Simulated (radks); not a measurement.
The numbers below are computed, except where a source is named.
Problem. The mean radii <r> (bohr) of the occupied orbitals of an atom or ion are listed with their occupations. Level of theory: scalar-relativistic Kohn-Sham, PBE, spin-polarised, spherical densities, finite nucleus; Fermi nuclear charge, rms radius of each element as measured or else 0.836 A^(1/3) + 0.57 fm (a radial shooting solver on a logarithmic mesh with Libxc functionals).

| orbital | occ. | <r> |
|---|---|---|
| 1s down | 1 | 0.03263 |
| 1s up | 1 | 0.03263 |
| 2s up | 1 | 0.1419 |
| 2s down | 1 | 0.1419 |
| 2p up | 3 | 0.1237 |
| 2p down | 3 | 0.1237 |
| 3s up | 1 | 0.3907 |
| 3s down | 1 | 0.3907 |
| 3p up | 3 | 0.3905 |
| 3p down | 3 | 0.3905 |
| 3d up | 5 | 0.3704 |
| 3d down | 5 | 0.3704 |
| 4s up | 1 | 0.9818 |
| 4s down | 1 | 0.9802 |
| 4p up | 3 | 1.083 |
| 4p down | 3 | 1.082 |
| 4d up | 5 | 1.535 |
| 4d down | 3 | 1.559 |

Name the element and its charge. Open shells, if any, are filled with parallel spins first.

Solution. Z = 45, rhodium, charge +1: Rh+ in [Kr] 4d8. The 1s radius gives Z: for a bare nucleus <r> = (2 gamma + 1)/(2Z) with gamma = sqrt(1 - (Z/c)^2), 0.0321 bohr for Z = 45, and screening makes it slightly larger (0.03263 here). The occupations add up to 44, and the charge is Z minus that.
